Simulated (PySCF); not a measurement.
**Spinor energies of Co²⁺ (cobalt, charge +2)**

Start: [Ar] 3d7; 3d3/2 filled at m_j = -3/2, -1/2, +1/2, +3/2; 3d5/2 filled at m_j = +1/2, +3/2, +5/2. Calculated with PySCF 2.14 in x2c-QZVPPall-2c (11s9p5d4f2g, 109 functions): generalised Hartree-Fock with the X2C-1e Hamiltonian and a Gaussian nucleus; one run each with spin-orbit coupling (SO) switched off, then screened by Boettger's factors.

```json
{"spinor shell": "1s1/2", "electrons": "2", "ε, spin-free (eV)": "-7795.6", "ε, screened SO (eV)": "-7795.5", "weight of nominal j (screened SO)": "1.000", "rms radius, screened SO (bohr)": "0.0648"}
{"spinor shell": "2s1/2", "electrons": "2", "ε, spin-free (eV)": "-983.70", "ε, screened SO (eV)": "-983.65", "weight of nominal j (screened SO)": "1.000", "rms radius, screened SO (bohr)": "0.276"}
{"spinor shell": "2p1/2", "electrons": "2", "ε, spin-free (eV)": "-841.39", "ε, screened SO (eV)": "-852.02", "weight of nominal j (screened SO)": "0.995", "rms radius, screened SO (bohr)": "0.247"}
{"spinor shell": "2p3/2", "electrons": "4", "ε, spin-free (eV)": "-841.39", "ε, screened SO (eV)": "-836.16", "weight of nominal j (screened SO)": "0.998", "rms radius, screened SO (bohr)": "0.249"}
{"spinor shell": "3s1/2", "electrons": "2", "ε, spin-free (eV)": "-144.40", "ε, screened SO (eV)": "-144.38", "weight of nominal j (screened SO)": "1.000", "rms radius, screened SO (bohr)": "0.832"}
{"spinor shell": "3p3/2", "electrons": "4", "ε, spin-free (eV)": "-101.21", "ε, screened SO (eV)": "-100.03", "weight of nominal j (screened SO)": "0.818", "rms radius, screened SO (bohr)": "0.890"}
{"spinor shell": "3p1/2", "electrons": "2", "ε, spin-free (eV)": "-101.21", "ε, screened SO (eV)": "-103.56", "weight of nominal j (screened SO)": "0.637", "rms radius, screened SO (bohr)": "0.886"}
{"spinor shell": "3d5/2", "electrons": "3", "ε, spin-free (eV)": "-36.958", "ε, screened SO (eV)": "-38.139", "weight of nominal j (screened SO)": "0.785", "rms radius, screened SO (bohr)": "1.11"}
{"spinor shell": "3d3/2", "electrons": "4", "ε, spin-free (eV)": "-36.958", "ε, screened SO (eV)": "-36.076", "weight of nominal j (screened SO)": "0.703", "rms radius, screened SO (bohr)": "1.14"}
```

```
   quantity    spin-free  screened SO
E (hartree)  -1391.06631  -1391.09648
        M_J          9/2          9/2
       ⟨J²⟩       24.758       24.758
       ⟨L²⟩       12.004       12.021
       ⟨S²⟩        3.754        3.748
```

Each row is a mean over spinors that exchange with the open shell spreads, by up to 14.076 eV (3p3/2).

Rows whose weight is well below 1 are mixtures of j = l ± 1/2: exchange outweighs spin-orbit coupling there, and the label is only the starting occupation.

Without spin-orbit coupling the j labels of p, d and f shells carry no meaning; the spin-free column gives the mean over the occupied spinors of each nl shell.
